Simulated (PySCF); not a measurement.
# `O=CC1=CC(=O)C=CC1=O`, C7H4O3

Geometry:
```json
{"atom": "O1", "x (Å)": "2.994", "y (Å)": "-1.214", "z (Å)": "-0.101"}
{"atom": "C2", "x (Å)": "2.376", "y (Å)": "-0.185", "z (Å)": "-0.124"}
{"atom": "C3", "x (Å)": "0.895", "y (Å)": "-0.100", "z (Å)": "-0.046"}
{"atom": "C4", "x (Å)": "0.144", "y (Å)": "-1.209", "z (Å)": "0.057"}
{"atom": "C5", "x (Å)": "-1.330", "y (Å)": "-1.174", "z (Å)": "0.137"}
{"atom": "O6", "x (Å)": "-1.997", "y (Å)": "-2.182", "z (Å)": "0.230"}
{"atom": "C7", "x (Å)": "-1.933", "y (Å)": "0.173", "z (Å)": "0.096"}
{"atom": "C8", "x (Å)": "-1.195", "y (Å)": "1.281", "z (Å)": "-0.006"}
{"atom": "C9", "x (Å)": "0.279", "y (Å)": "1.254", "z (Å)": "-0.086"}
{"atom": "O10", "x (Å)": "0.939", "y (Å)": "2.266", "z (Å)": "-0.178"}
{"atom": "H11", "x (Å)": "2.867", "y (Å)": "0.799", "z (Å)": "-0.206"}
{"atom": "H12", "x (Å)": "0.615", "y (Å)": "-2.184", "z (Å)": "0.085"}
{"atom": "H13", "x (Å)": "-3.012", "y (Å)": "0.209", "z (Å)": "0.154"}
{"atom": "H14", "x (Å)": "-1.643", "y (Å)": "2.265", "z (Å)": "-0.036"}
```

Method: PySCF 2.14.0, quadratic response LC-wPBE/def2-SVPD first hyperpolarisability, Taylor convention, gas phase. Geometry: GFN2-xTB.

Question: What is the first hyperpolarisability, and how does it disperse?

Answer: In 10⁻³⁰ esu, Taylor convention; the vector part is βᵢ = ⅓ Σⱼ (βᵢⱼⱼ + βⱼᵢⱼ + βⱼⱼᵢ); β∥ is 3/5 of the vector part along the dipole, the dipole points from − to +:
```tsv
process	λ (nm)	β vector norm	β∥	β HRS	depolarisation ratio
static β(0;0,0)	∞	0.10	-0.03	0.11	1.70
second harmonic β(−2ω;ω,ω)	1064	0.02	0.01	0.10	1.50
Pockels β(−ω;ω,0)	1064	0.07	-0.02	–	–
```

Question: Which lowest excitations, dipole and polarisabilities go with it?

Answer: S1 2.76 eV (f = 0.000); S2 3.28 eV (f = 0.000); S3 3.55 eV (f = 0.000); dipole 2.82 D; isotropic α 86.7 au static, 87.8 au at 1064 nm, 91.9 au at 532 nm.
